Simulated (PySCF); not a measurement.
Isomers C6H12O2Si2:

A. SMILES C1(OC)=CO[SiH2][Si@@H]1C(=C)C
B. `CC[SiH2]C#C[SiH2]C(=O)OC`
C. SMILES O=C1CC(/C([SiH3])=C\O[SiH3])C1

Spectrum 1. ¹H NMR (300 MHz, computed): δ 4.56 (s, 2H), 4.38 (t, 2H), 3.99 (s, 3H), 1.24 (t, 3H), 0.86 (m, 2H). ¹³C{¹H} NMR (computed): δ 185.6 (C), 121.0 (C), 111.8 (C), 51.8 (CH3), 11.3 (CH3), 8.3 (CH2).

Spectrum 2. ¹H NMR (300 MHz, computed): δ 6.41 (s, 1H), 5.08 (s, 3H), 4.17 (s, 3H), 4.03 (m, 1H), 3.42 (m, 2H), 2.83 (m, 2H). ¹³C{¹H} NMR (computed): δ 213.8 (C), 152.2 (CH), 121.4 (C), 54.9 (CH2), 20.9 (CH).

Spectrum 3. ¹H NMR (300 MHz, computed): δ 6.44 (s, 1H), 6.14 (br s, 1H), 5.78 (br s, 1H), 5.35 (m, 1H), 5.20 (m, 1H), 5.05 (m, 1H), 3.62 (s, 3H), 2.11 (s, 3H). ¹³C{¹H} NMR (computed): δ 155.0 (C), 150.2 (C), 141.9 (CH), 136.3 (CH2), 57.7 (CH3), 27.2 (CH3).

How the numbers were obtained: geometry: GFN2-xTB, σ from GIAO-PBE0/pcSseg-1, in PySCF (single conformer, non-relativistic, rapidly exchanging positions averaged, no solvent model).

Shifts are taken against calculated references (same method and geometry level): ¹H and ¹³C against TMS. Where no couplings were computed, multiplicities follow the n + 1 count of equivalent neighbours, and m marks all less simple cases (inequivalent or close neighbours, rings, F or P nearby). Shifts are as computed. Against solution values, carbons near 30 ppm lie about +3 ppm off and those near 130 ppm about +5 ppm. Of 1309 compounds with measured shifts, 239 miss one by over three times the rms of a fit or turn the order of signals round; such compounds aren't used in these exercises.

Problem. Match each spectrum to its structure.

Solution. 1–B, 2–C, 3–A.

- Spectrum 1 (B): 6 ¹³C signals; δC 51.8 is a methyl carbon bonded to O; δC 11.3 is a methyl carbon.
- Spectrum 2 (C): 5 ¹³C signals; δC 213.8 is a ketone carbonyl carbon; δC 152.2 is an alkene carbon bearing oxygen.
- Spectrum 3 (A): 6 ¹³C signals; δC 155.0 is an alkene carbon bearing oxygen; δC 150.2 is a fully substituted alkene carbon.
